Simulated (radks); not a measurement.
Valence configurations of Tl. All-electron calculation, Dirac Kohn-Sham, PBE, spin-unpolarised, spherical densities, finite nucleus; open shells fill j = l - 1/2 first; Fermi nuclear charge, rms radius 5.4759 fm. Program: a radial shooting solver on a logarithmic mesh with Libxc functionals. Energies are relative to [Hg] 6p1; eigenvalues in eV.

valence,E (eV),e(4f5/2),e(4f7/2),e(5d3/2),e(5d5/2),e(6p1/2)
[Hg] 6p1,0.000,-115.69,-111.09,-16.257,-14.065,-2.840
[Xe] 4f14 5d9 6s2 6p2,12.538,-120.80,-116.20,-20.111,-17.799,-3.956
[Xe] 4f14 5d10 6s1 6p2,6.402,-117.17,-112.58,-17.660,-15.449,-3.522
[Xe] 4f14 5d9.5 6s2 6p1.5,5.942,-118.25,-113.65,-18.204,-15.952,-3.412
[Xe] 4f13 5d10 6s1 6p3,125.17,-135.70,-130.96,-23.693,-21.185,-4.959
[Xe] 4f14 5d10 6p3,14.297,-119.20,-114.60,-19.581,-17.345,-4.497
[Xe] 4f13.5 5d10 6s1.5 6p2,59.550,-125.30,-120.64,-19.657,-17.309,-3.741
[Xe] 4f13 5d9.5 6s2 6p2.5,125.26,-136.66,-131.92,-24.065,-21.517,-4.713
[Xe] 4f12 5d10 6s2 6p3,251.79,-153.00,-148.13,-28.140,-25.356,-5.461
[Xe] 4f14 5d8 6s2 6p3,29.295,-126.64,-122.04,-24.533,-22.096,-5.378

NIST lists [Hg] 6p1 as the ground configuration; this level of theory agrees among the configurations tried. The energies are those of spherical spin-averaged densities, not of single terms.
